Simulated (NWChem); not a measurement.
**Basis-set convergence for H2BrGa**

```xyz
4

Ga     0.0000     0.0000     1.1627
H     -1.4082     0.0000     1.8316
H      1.4082     0.0000     1.8316
Br     0.0000     0.0000    -1.1344
```
Charge 0, spin multiplicity 1.

The numbers come from NWChem runs, not from measurements. Structure: optimised with PBE0/def2-SVP, a minimum by its harmonic frequencies.

Quantity: dipole moment at the level PBE0.

The Hamiltonian is non-relativistic. The Pople sets run with spherical d functions. The structure started from a generated list of species.

```
basis       functions  dipole moment (D)
----------  ---------  -----------------
3-21G              48                [?]
cc-pVDZ            64               1.84
6-31G*             68                [?]
def2-SVP           74                [?]
6-311G**          100               1.94
def2-TZVP         108               1.86
pcseg-2           114               1.88
def2-TZVPP        124               1.85
def2-TZVPD        129               1.88
def2-QZVP         210               1.87
```

Complete the blanks.


- 3-21G, dipole moment (D): 2.07
- 6-31G*, dipole moment (D): 1.97
- def2-SVP, dipole moment (D): 1.77
